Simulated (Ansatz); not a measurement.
Reaction (ligand exchange at the Si–Cl bond): `[AlH2][SiH2]Cl` + `O[SiH3]` → `[AlH2][SiH2]O[SiH3]` + HCl

Program: Ansatz. Geometries: PBE0-D4/def2-TZVP. ΔE: electronic, gas phase. CCSD(T)/CBS adds triple-zeta CCSD(T) − MP2 to the extrapolated MP2 energy (def2 sets, frozen cores). This one scheme is used for every species. Functionals use def2-TZVPP. Each species was taken in one conformer, which may not be the lowest.

```
             level  ΔE (kJ/mol)
           ωB97M-V         -0.1
            r2SCAN          2.2
SCS-MP2/def2-QZVPP         -4.4
    CCSD/CBS(def2)         -4.0
```

Problem. What does CCSD(T)/CBS give? (An estimate is asked.)

Solution. The calculation gave: -2.7 kJ/mol. The listed levels differ from it by 2.6, 4.9, -1.7, -1.3 kJ/mol.

Largest T1 diagnostic among the species: 0.012.

The D4 term adds −3.9 kJ/mol with B3LYP and −2.5 kJ/mol with PBE0; it sums over pairs of atoms, weighted by their polarisabilities, and B3LYP, whose exchange is more repulsive, gets the larger term.

B3LYP here is the variant with VWN-RPA as its local correlation; programs differ in this.
